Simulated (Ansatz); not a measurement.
Start from `C=C(O)NC` and change one atom or group to get `C=C([SiH3])NC`.

Ansatz, PBE0-D4/def2-TZVP geometries, multiplicity 1. Each molecule was computed in one conformer, which needn't be the lowest.

```csv
property,`C=C(O)NC`
HOMO energy (B3LYP/def2-TZVPP) / eV,-5.53
HOMO–LUMO gap (ωB97M-V/def2-TZVPP) / eV,10.51
HOMO–LUMO gap (B3LYP/def2-TZVPP) / eV,6.27
size of the dipole moment (ωB97M-V/def2-TZVPP) / D,0.94
size of the dipole moment (PBE/def2-TZVPP) / D,0.95
LUMO energy (PBE0/def2-TZVPP) / eV,1.12
```

**Question.** What does the change do to each property? (An estimate is asked.)

**Answer.** Ansatz gave: 
```tsv
property	`C=C([SiH3])NC`	shift
HOMO energy (B3LYP/def2-TZVPP) / eV	-5.73	-0.20
HOMO–LUMO gap (ωB97M-V/def2-TZVPP) / eV	10.35	-0.16
HOMO–LUMO gap (B3LYP/def2-TZVPP) / eV	5.74	-0.53
size of the dipole moment (ωB97M-V/def2-TZVPP) / D	1.63	0.69
size of the dipole moment (PBE/def2-TZVPP) / D	1.75	0.80
LUMO energy (PBE0/def2-TZVPP) / eV	0.23	-0.89
```

With PBE0 the HOMO falls by 0.20 eV and the LUMO falls by 0.89 eV, so the gap narrows by about 0.69 eV. PBE moves the HOMO by -0.26 eV and ωB97M-V by -0.17 eV. Dipoles are sizes alone; their direction can turn.

B3LYP here is the variant with VWN-RPA as its local correlation; programs differ in this.
